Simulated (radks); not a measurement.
These are the eigenvalues of the occupied orbitals of an atom or ion with whole-number occupations (eV). Calculated with a radial shooting solver on a logarithmic mesh with Libxc functionals: scalar-relativistic Kohn-Sham, PBEsol, spin-polarised, spherical densities, finite nucleus; Fermi nuclear charge, rms radius of each element as measured or else 0.836 A^(1/3) + 0.57 fm.

orbital  eigenvalue
1s        -51588.66
2s        -9744.101
2p        -8841.379
3s        -3223.929
3p        -2943.170
3d        -2583.570

Which element is it, and in what charge state? The configuration may be excited. Open shells, if any, are filled with parallel spins first.

Answer. Z = 64, gadolinium, charge +36: Gd36+ in [Ar] 3d10. The list shows which subshells hold electrons but not how many an open one holds; the 1s level, -1895.8 hartree, gives Z - s = 61.6 by -(Z - s)^2/2, which with screening and relativity narrows Z to a few neighbours, and the depths of the outer levels then fix element, charge and occupations together.
